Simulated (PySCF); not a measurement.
## Computed structure and properties of [Er(H2O)5]3+

System: [Er(H2O)5]3+ (singlet in the valence; each metal's 4f electrons, 11 of them, lie in its core potential, out of spins and levels); start: displaced along the imaginary mode (C2). Method: PySCF 2.14.0, RKS r2SCAN, Er lcecp-1-SVP with ECP57, O def2-SVP, H def2-SVP; non-relativistic Hamiltonian with scalar-relativistic core potentials where named; density fitting; no spin-orbit coupling.

Input of the relaxation:

```python
mol = gto.M(atom='''
Er     0.02098    -0.00000     0.00000
O     -0.47277    -0.00394     2.24926
H     -0.55962     0.76885     2.84895
H     -0.61270    -0.77323     2.84317
O     -0.47277     0.00398    -2.24926
H     -0.55968    -0.76881    -2.84895
H     -0.61264     0.77327    -2.84317
O      2.30289    -0.00009     0.00000
H      2.91564    -0.76975     0.25000
H      2.91570     0.76953    -0.25000
O     -0.77186     2.16258    -0.00008
H     -0.27710     3.01230     0.01815
H     -1.71293     2.44807    -0.00730
O     -0.77203    -2.16252     0.00008
H     -1.71312    -2.44794     0.00730
H     -0.27733    -3.01228    -0.01815''',
    basis={'Er': 'lcecp-1-SVP', 'O': 'def2-SVP', 'H': 'def2-SVP'},
    ecp={'Er': 'lcecp-1-SVP'},
    charge=3, spin=0)
mf = dft.RKS(mol, xc='R2SCAN')
mf.grids.atom_grid = (50, 194)  # f atoms: unpruned, at least (60, 302)
mf = mf.density_fit()  # fitting sets: Er AutoAux, O def2-universal-JKFIT, H def2-universal-JKFIT
mf.conv_tol = 1e-08; mf.max_cycle = 55
mf.kernel(dm0)  # dm0: converged density of the start geometry
# quasi-Newton relaxation in Cartesian coordinates to a largest gradient under 0.00045 Eh/bohr, steps kept in the point group
```

Run from Python with OMP_NUM_THREADS=4; the lines above give its settings. Where DIIS fails, smearing, a level shift and second-order steps follow.
It took 3.8 min on 4 threads of Arm Neoverse V2 (shared host), from the converged density of the start.

Course of the relaxation:

```csv
step,energy above end (eV),largest force component within the symmetry (eV/Å)
0,0.1359,1.194
1,0.0840,0.141
2,0.0798,0.074
3,0.0768,0.341
4,0.0741,0.285
5,0.0641,0.341
6,0.0490,0.077
7,0.0450,0.324
26,0.0011,0.056
27,0.0007,0.034
28,0.0004,0.019
29,0.0001,0.033
30,0.0000,0.026
31,0.0000,0.012
```
(The steps between are left out.)

Relaxed geometry (C2v):

```xyz
16

Er   -0.0473    0.0000    0.0000
O    -0.4797   -0.0411    2.2609
H    -0.5998    0.7197    2.8702
H    -0.6064   -0.8233    2.8413
O    -0.4797    0.0412   -2.2609
H    -0.5998   -0.7196   -2.8702
H    -0.6063    0.8233   -2.8413
O     2.2218   -0.0001    0.0000
H     2.8297   -0.0174    0.7739
H     2.8297    0.0172   -0.7739
O    -0.7336    2.1989    0.0445
H    -0.1758    3.0086    0.0548
H    -1.6511    2.5523    0.0574
O    -0.7338   -2.1988   -0.0445
H    -1.6514   -2.5521   -0.0574
H    -0.1760   -3.0086   -0.0548
```

```json
{"contact": "Er1–O2 (H2O)", "Å": "2.302"}
{"contact": "Er1–O5 (H2O)", "Å": "2.302"}
{"contact": "Er1–O8 (H2O)", "Å": "2.269"}
{"contact": "Er1–O11 (H2O)", "Å": "2.304"}
{"contact": "Er1–O14 (H2O)", "Å": "2.304"}
```

On the finer grid (75, 302):

```yaml
HOMO: -22.03 eV
LUMO: -14.45 eV
Dipole_about_the_centre_of_mass: 0.15 D
Set_of_Mulliken_populations_of_Er1_outside_the_core_potential: s 2.21, p 6.31, d 0.93, f 0.04
D3_BJ_dispersion_energy_not_in_the_energies: -0.083 eV
```

```csv
atom,Mulliken (e),Löwdin (e),spin (e)
Er1,1.50,1.02,0.00
O2,-0.33,0.01,0.00
H3,0.31,0.19,0.00
H4,0.31,0.19,0.00
O5,-0.33,0.01,0.00
H6,0.31,0.19,0.00
H7,0.31,0.19,0.00
O8,-0.33,0.02,0.00
H9,0.32,0.20,0.00
H10,0.32,0.20,0.00
O11,-0.34,0.00,0.00
H12,0.32,0.19,0.00
H13,0.32,0.19,0.00
O14,-0.34,0.00,0.00
H15,0.32,0.19,0.00
H16,0.32,0.19,0.00
```

The 4f levels lie in the core potential and are missing. Their spin isn't counted.

No frequency check is given for this geometry.

Taking off one H2O (charge 0, singlet; the rest: singlet) in vacuum, both parts rigid, costs 3.05 eV; the small basis without counterpoise inflates it. Parting with an electron moved from the ligand to the metal can be far cheaper, even downhill.

Rigid scan of H2O along the line from its metal:

(distance to O2 (Å), energy (eV)): (2.00, 0.553), (2.10, 0.202), (2.20, 0.039), (2.30, 0.000), (2.40, 0.041), (2.50, 0.133), (2.70, 0.392)

One start shape was tried, so this needn't be the lowest isomer.

An lcecp potential fixes the number of 4f electrons, so in runs with it no electron can move into or out of that shell.
